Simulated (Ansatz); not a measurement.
Consider the hydrogenolysis of the Si–C bond: `C=C(O)[SiH2]C=O` + H₂ → `C=C(O)[SiH3]` + `C=O`.

Isolated molecules relaxed with PBE0-D4/def2-TZVP in Ansatz; ΔE leaves out vibrations. CCSD(T)/CBS adds triple-zeta CCSD(T) − MP2 to the extrapolated MP2 energy (def2 sets, frozen cores). This one scheme is used for every species. DFT in def2-TZVPP. One conformer a species, not always the lowest.

`C=C(O)[SiH2]C=O`:

Z-matrix (Å, degrees):
```
Si
C 1 1.928
C 1 1.875 2 108.8
H 1 1.487 2 107.1 3 118.6
H 1 1.480 2 109.6 3 -120.2
O 2 1.205 1 122.5 3 137.6
H 2 1.117 1 118.0 3 -42.7
O 3 1.362 1 112.6 2 61.3
C 3 1.332 1 122.9 2 -117.3
H 8 0.965 3 109.7 1 -178.4
H 9 1.081 3 120.4 1 -1.1
H 9 1.088 3 122.2 1 179.0
```

H₂:

Z-matrix (Å, degrees):
```
H
H 1 0.746
```

`C=C(O)[SiH3]`:

```xyz
10

C     0.811    1.395   -0.003
C     0.566    0.086   -0.034
O     1.618   -0.784   -0.133
Si   -1.185   -0.576    0.056
H     1.823    1.782   -0.055
H    -0.005    2.101    0.075
H     1.305   -1.691   -0.145
H    -1.476   -1.393   -1.154
H    -2.135    0.556    0.157
H    -1.322   -1.476    1.235
```

`C=O`:

```xyz
4

C     0.004    0.001    0.002
O    -1.055   -0.242   -0.495
H     0.818   -0.751    0.049
H     0.233    0.992    0.444
```

```tsv
level	ΔE (kcal/mol)
BLYP-D4	-5.4
CAM-B3LYP	-9.1
CCSD(T)/def2-SVP	-9.9
MP2/def2-QZVPP	-6.9
```

(1) What does CCSD(T)/CBS give? (Best estimate.)

Largest T1 diagnostic among the species: 0.015.

Results:

(1) Computed: -7.5 kcal/mol. The listed levels differ from it by 2.1, -1.6, -2.4, 0.6 kcal/mol.

From BLYP to BHLYP (50 % exact exchange), in def2-TZVPP and without D4, ΔE moves by −2.5 kcal/mol. At CCSD(T), def2-SVP lies −2.4 kcal/mol from the extrapolated value and def2-TZVPP −0.6 kcal/mol. The D4 term adds +1.9 kcal/mol with B3LYP and +1.1 kcal/mol with PBE0; it sums over pairs of atoms, weighted by their polarisabilities, and B3LYP, whose exchange is more repulsive, gets the larger term.

B3LYP here is the variant with VWN-RPA as its local correlation; programs differ in this.
